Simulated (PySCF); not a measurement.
PySCF job for Si(NMe2)(SH) (C2H7NSSi), SMILES CN(C)[Si]S (connectivity only; charge and spin as stated), neutral, multiplicity 1, PBE-D3(BJ)/def2-SVP. Geometry: PBE-D3(BJ)/def2-SVP. The structure was generated by enumeration; whether it is a known compound was not checked. One conformer was computed; it need not be the lowest.

```python
import numpy as np
from pyscf import gto, scf, dft, df
from pyscf.hessian import thermo

mol = gto.M(
    atom='''
    Si    1.08279364   -0.29772064   -0.00000000
    N    -0.06766400    1.02766080    0.00000000
    C    -1.51986336    1.00811028    0.00000000
    C     0.48255848    2.37718252    0.00000000
    H    -1.92748355    1.52831874   -0.89716340
    H    -1.92748355    1.52831874    0.89716340
    H    -1.90851170   -0.02805210    0.00000000
    H     0.15678955    2.95000243    0.89862179
    H     0.15678955    2.95000243   -0.89862179
    H     1.59147052    2.33823070    0.00000000
    S    -0.33041608   -1.98203434   -0.00000000
    H     0.68345288   -2.89156498   -0.00000000
    ''',
    basis='def2-SVP',
    charge=0,
    spin=0,
    max_memory=1600,
    verbose=3,
)
mf = dft.RKS(mol, xc='pbe').density_fit(auxbasis='def2-universal-jkfit')
mf.disp = 'd3bj'
mf.grids.level = 3
mf.conv_tol = 1e-11
mf.max_cycle = 100
mf.kernel()

# [left out here: the lines that compute and print the analytic Hessian (its translational invariance restored by hand, since the grid's response is missing), thermochemistry and intensities]
```

Program output:

```
converged SCF energy = -822.080066019652

WARN: DFTD3 does not support analytical Hessian, using finite difference


WARN: Mole.unit (angstrom) is changed to Bohr

Mode                                 0                   1                   2
Irrep
Freq [cm^-1]                       66.6202            153.2965            180.8094
Reduced mass [au]                   1.8744              1.5523              5.3888
Force const [Dyne/A]                0.0049              0.0215              0.1038
Char temp [K]                      95.8516            220.5596            260.1445
Normal mode                   x     y     z       x     y     z       x     y     z
       0  Si                -0.00 -0.00  0.07    0.00 -0.00  0.07   -0.07  0.02  0.00
       1   N                 0.00  0.00  0.04    0.00 -0.00 -0.02   -0.04  0.04 -0.00
       2   C                 0.00  0.00  0.08    0.00 -0.00  0.07   -0.04  0.13  0.00
       3   C                -0.00  0.00 -0.10   -0.00  0.00 -0.10    0.06  0.00 -0.00
       4   H                -0.03 -0.31 -0.09   -0.05  0.36  0.30   -0.01  0.16  0.00
       5   H                 0.03  0.31 -0.09    0.05 -0.36  0.30   -0.01  0.16 -0.00
       6   H                -0.00  0.00  0.45    0.00 -0.00 -0.34   -0.09  0.15 -0.00
       7   H                 0.00  0.09 -0.16    0.01  0.06 -0.13    0.11  0.03  0.00
       8   H                -0.00 -0.09 -0.16   -0.01 -0.06 -0.13    0.11  0.03 -0.00
       9   H                -0.00  0.00 -0.10   -0.00  0.00 -0.11    0.06 -0.08 -0.00
      10   S                 0.00 -0.00 -0.07   -0.00  0.00 -0.04    0.06 -0.10 -0.00
      11   H                 0.00 -0.00  0.13   -0.00 -0.00 -0.09    0.17  0.03  0.00
Mode                                 3                   4                   5
Irrep
Freq [cm^-1]                      240.0729            282.0043            299.5465
Reduced mass [au]                   1.2797              1.2418              4.1638
[...]
Reduced mass [au]                   1.3479              1.2374              1.4265
Force const [Dyne/A]                0.8608              0.8221              1.0494
Char temp [K]                    1497.9208           1527.8041           1607.6964
Normal mode                   x     y     z       x     y     z       x     y     z
       0  Si                -0.00 -0.00 -0.00   -0.00 -0.00 -0.00   -0.00 -0.00  0.00
       1   N                -0.03 -0.03 -0.00   -0.00 -0.00  0.01   -0.00 -0.00  0.09
       2   C                 0.05 -0.09  0.00   -0.00  0.00 -0.10    0.00 -0.00 -0.08
       3   C                -0.06  0.09 -0.00   -0.00  0.00  0.08    0.00 -0.00 -0.10
       4   H                 0.27  0.18  0.05   -0.43  0.07  0.13   -0.32  0.07  0.11
       5   H                 0.27  0.18 -0.05    0.43 -0.07  0.13    0.32 -0.07  0.11
       6   H                -0.40  0.08 -0.00    0.00 -0.00  0.23   -0.00  0.00  0.19
       7   H                 0.25  0.18  0.05    0.08  0.36 -0.11   -0.07 -0.40  0.13
       8   H                 0.25  0.18 -0.05   -0.08 -0.36 -0.11    0.07  0.40  0.13
       9   H                -0.07 -0.36  0.00   -0.00 -0.00 -0.19   -0.00  0.00  0.22
      10   S                 0.00 -0.00  0.00    0.00  0.00  0.00   -0.00  0.00  0.00
      11   H                -0.00 -0.00  0.00    0.00  0.00  0.00   -0.00 -0.00 -0.01
Mode                                15                  16                  17
Irrep
Freq [cm^-1]                     1191.6046           1255.5049           1373.3257
Reduced mass [au]                   5.5543              2.4588              1.1472
Force const [Dyne/A]                4.6467              2.2836              1.2748
Char temp [K]                    1714.4538           1806.3920           1975.9099
Normal mode                   x     y     z       x     y     z       x     y     z
       0  Si                 0.01  0.00 -0.00    0.02 -0.02  0.00   -0.00 -0.00 -0.00
       1   N                -0.15 -0.14 -0.00   -0.13  0.11 -0.00   -0.02 -0.00 -0.00
       2   C                 0.10  0.05  0.00    0.06 -0.08 -0.00   -0.06  0.00  0.00
       3   C                 0.05  0.10 -0.00    0.08 -0.05  0.00   -0.03 -0.08  0.00
       4   H                -0.04 -0.11 -0.04    0.12  0.18  0.11    0.32  0.05 -0.13
       5   H                -0.04 -0.11  0.04    0.12  0.18 -0.11    0.32  0.05  0.13
       6   H                 0.25 -0.01  0.00   -0.17  0.01 -0.00    0.32 -0.13 -0.00
       7   H                -0.01  0.05  0.00   -0.25 -0.05 -0.11    0.23  0.29 -0.12
       8   H                -0.01  0.05 -0.00   -0.25 -0.05  0.11    0.23  0.29  0.12
       9   H                 0.05  0.11  0.00    0.08  0.22 -0.00   -0.01  0.45 -0.00
      10   S                -0.00  0.00 -0.00   -0.00 -0.00  0.00    0.00  0.00 -0.00
      11   H                 0.01  0.02  0.00    0.01  0.01 -0.00   -0.00  0.00 -0.00
Mode                                18                  19                  20
Irrep
Freq [cm^-1]                     1393.5490           1398.9068           1405.3316
Reduced mass [au]                   1.0361              1.1772              1.0382
Force const [Dyne/A]                1.1855              1.3573              1.2081
Char temp [K]                    2005.0068           2012.7154           2021.9592
Normal mode                   x     y     z       x     y     z       x     y     z
       0  Si                 0.00 -0.00 -0.00   -0.00  0.00 -0.00   -0.00 -0.00  0.00
       1   N                -0.00  0.00 -0.00    0.00 -0.01  0.00   -0.00  0.00 -0.02
       2   C                -0.00 -0.00  0.03    0.09 -0.01  0.00    0.00 -0.00 -0.04
       3   C                 0.00  0.00 -0.04   -0.04 -0.06 -0.00   -0.00 -0.00 -0.03
       4   H                -0.20 -0.23 -0.03   -0.36 -0.03  0.17    0.26  0.29  0.03
       5   H                 0.20  0.23 -0.03   -0.36 -0.03 -0.17   -0.26 -0.29  0.03
       6   H                 0.00 -0.00 -0.42   -0.34  0.15 -0.00   -0.00  0.00  0.54
       7   H                 0.37  0.13  0.04    0.26  0.15 -0.02    0.28  0.10  0.02
       8   H                -0.37 -0.13  0.04    0.26  0.15  0.02   -0.28 -0.10  0.02
       9   H                 0.00 -0.00  0.54   -0.02  0.44  0.00   -0.00  0.00  0.42
      10   S                -0.00  0.00 -0.00    0.00 -0.00 -0.00    0.00 -0.00  0.00
      11   H                 0.00  0.00  0.01   -0.00 -0.01  0.00   -0.00 -0.00 -0.00
Mode                                21                  22                  23
Irrep
Freq [cm^-1]                     1420.1037           1446.0425           2621.0441
Reduced mass [au]                   1.0476              1.0692              1.0383
Force const [Dyne/A]                1.2447              1.3172              4.2025
Char temp [K]                    2043.2131           2080.5332           3771.0988
Normal mode                   x     y     z       x     y     z       x     y     z
       0  Si                 0.00  0.00 -0.00    0.00 -0.01  0.00    0.00 -0.00 -0.00
       1   N                 0.00  0.01 -0.00   -0.04  0.05  0.00   -0.00  0.00  0.00
       2   C                 0.02  0.04  0.00    0.00  0.01  0.00   -0.00 -0.00 -0.00
       3   C                 0.02 -0.03 -0.00   -0.02  0.02 -0.00   -0.00  0.00  0.00
       4   H                 0.08 -0.39 -0.26    0.18 -0.23 -0.21   -0.00 -0.00  0.00
       5   H                 0.08 -0.39  0.26    0.18 -0.23  0.21   -0.00 -0.00 -0.00
       6   H                -0.40  0.18 -0.00   -0.23  0.09 -0.00    0.00  0.01  0.00
       7   H                -0.17  0.25 -0.23    0.20 -0.36  0.30    0.00 -0.00 -0.00
       8   H                -0.17  0.25  0.23    0.20 -0.36 -0.30    0.00 -0.00  0.00
       9   H                 0.01 -0.13  0.00    0.00  0.28 -0.00   -0.00 -0.00 -0.00
      10   S                 0.00 -0.00 -0.00    0.00 -0.00  0.00    0.02 -0.02 -0.00
      11   H                -0.00 -0.01  0.00    0.00  0.00  0.00   -0.73  0.66  0.00
Mode                                24                  25                  26
Irrep
Freq [cm^-1]                     2917.2288           2923.7180           2980.5652
Reduced mass [au]                   1.0358              1.0383              1.1036
Force const [Dyne/A]                5.1934              5.2291              5.7766
Char temp [K]                    4197.2427           4206.5793           4288.3697
Normal mode                   x     y     z       x     y     z       x     y     z
       0  Si                -0.00  0.00 -0.00   -0.00  0.00 -0.00    0.00  0.00  0.00
       1   N                -0.00 -0.00  0.00    0.00 -0.00  0.00   -0.00 -0.00 -0.00
       2   C                -0.02  0.01 -0.00    0.04 -0.02  0.00   -0.00 -0.00  0.06
       3   C                 0.00 -0.05 -0.00   -0.00 -0.02 -0.00   -0.00 -0.00  0.07
       4   H                 0.08 -0.11  0.20   -0.21  0.28 -0.50   -0.15  0.20 -0.34
       5   H                 0.08 -0.11 -0.20   -0.21  0.28  0.50    0.15 -0.20 -0.34
       6   H                 0.04  0.11 -0.00   -0.10 -0.28  0.00    0.00  0.00  0.01
       7   H                -0.17  0.29  0.49   -0.07  0.12  0.20    0.16 -0.27 -0.42
       8   H                -0.17  0.29 -0.49   -0.07  0.12 -0.20   -0.16  0.27 -0.42
       9   H                 0.35 -0.01 -0.00    0.15 -0.00 -0.00    0.00 -0.00  0.01
      10   S                -0.00 -0.00  0.00    0.00 -0.00 -0.00   -0.00  0.00 -0.00
      11   H                 0.00 -0.00  0.00   -0.01  0.00  0.00    0.00 -0.00  0.00
Mode                                27                  28                  29
Irrep
Freq [cm^-1]                     2987.9506           3041.7887           3069.3213
Reduced mass [au]                   1.1052              1.1012              1.0993
Force const [Dyne/A]                5.8135              6.0030              6.1016
Char temp [K]                    4298.9956           4376.4567           4416.0700
Normal mode                   x     y     z       x     y     z       x     y     z
       0  Si                -0.00  0.00 -0.00   -0.00 -0.00 -0.00   -0.00 -0.00 -0.00
       1   N                 0.00 -0.00 -0.00   -0.00  0.00  0.00    0.00 -0.00 -0.00
       2   C                 0.00 -0.00 -0.07    0.00  0.00  0.00   -0.02 -0.09 -0.00
       3   C                -0.00 -0.00  0.06   -0.08  0.02 -0.00   -0.00  0.00 -0.00
       4   H                 0.18 -0.25  0.42    0.00 -0.00  0.01   -0.07  0.08 -0.17
       5   H                -0.18  0.25  0.42    0.00 -0.00 -0.01   -0.07  0.08  0.17
       6   H                -0.00 -0.00 -0.02   -0.01 -0.02  0.00    0.31  0.85 -0.00
       7   H                 0.13 -0.21 -0.34    0.06 -0.12 -0.21    0.00 -0.00 -0.00
       8   H                -0.13  0.21 -0.34    0.06 -0.12  0.21    0.00 -0.00  0.00
       9   H                 0.00 -0.00  0.01    0.88 -0.03 -0.00    0.02 -0.00  0.00
      10   S                -0.00  0.00  0.00    0.00  0.00 -0.00   -0.00  0.00  0.00
      11   H                 0.00 -0.00 -0.00   -0.00 -0.00 -0.00    0.01 -0.01 -0.00
temperature 298.1500 [K]
pressure 101325.00 [Pa]
Rotational constants [GHz] 5.99097 1.92785 1.48640
Symmetry number 1
Zero-point energy (ZPE) 0.08979 [Eh]   235752.399 [J/mol]
                           tot       elec      trans        rot        vib
Entropy [J/mol/K]       356.764      0.000    166.816    114.343     75.605
Cv [J/mol/K]            105.905      0.000     12.472     12.472     80.962
Cp [J/mol/K]            114.220      0.000     20.786     12.472     80.962
Internal energy [J/mol]                      3718.434   3718.434 248293.907
Internal energy [Eh]   -821.98266  -822.08007
Enthalpy [J/mol]                             6197.391   3718.434 248293.907
Enthalpy [Eh]          -821.98172
Gibbs free energy [J/mol]                  -43538.758 -30372.961 225752.410
Gibbs free energy [Eh] -822.02223
mode   freq/cm-1   IR/(km/mol)
   1       66.62         0.398
   2      153.30         0.000
   3      180.81         1.070
   4      240.07         4.891
   5      282.00        17.027
   6      299.55         3.859
   7      337.71         0.271
   8      378.76         4.864
   9      484.71        48.591
  10      637.72        42.030
  11      722.81        11.414
  12      984.30       105.885
  13     1041.11         2.883
  14     1061.88         0.485
  15     1117.40         2.404
  16     1191.60        43.561
  17     1255.50        23.277
  18     1373.33         1.058
  19     1393.55         0.137
  20     1398.91         8.076
  21     1405.33        15.297
  22     1420.10        19.727
  23     1446.04         3.324
  24     2621.04         0.498
  25     2917.23        55.482
  26     2923.72        94.095
  27     2980.57        59.042
  28     2987.95         0.271
  29     3041.79         9.455
  30     3069.32         7.035
max |gradient| / (hartree/bohr): 5.852766571445305e-05
APT charges: [ 0.6639 -0.7089  0.2602  0.3248 -0.0475 -0.0475  0.0208 -0.0574 -0.0574
  0.0263 -0.4432  0.0658]
```

The run converged.
